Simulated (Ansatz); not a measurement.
Molecule: sum formula MgO$_{2}$H$_{2}$ (charge 0, singlet). 
Geometry from a B3LYP-D3(BJ)/def2-TZVP (Ansatz, an electronic-structure program) optimisation:
```
Mg
O 1 1.7715
H 2 0.9505 1 154.58
O 1 1.7715 3 171.19 2 -177.86
H 4 0.9505 1 154.58 3 -175.40
```
Charge 0, spin multiplicity 1.

Wanted: atomisation energy (electronic, to ground-state atoms), in kcal/mol. Correlated levels leave the core frozen unless marked. Open shells are spin-unrestricted. No spin-orbit coupling. Non-relativistic. The coupled-cluster limit lacks core correlation, which all-electron functionals hold. CBS(X,Y): correlation extrapolated as X^-3; Hartree-Fock from the larger set.

```
level     program  atomisation energy (kcal/mol)
--------  -------  -----------------------------
HF/6-31G   Ansatz                          229.1
```

### Question
Predict the CCSD(T)/CBS(def2-TZVPP,def2-QZVPP) result (Ansatz).

### Answer
402.6 kcal/mol, so HF/6-31G differs from it by -173.5 kcal/mol.
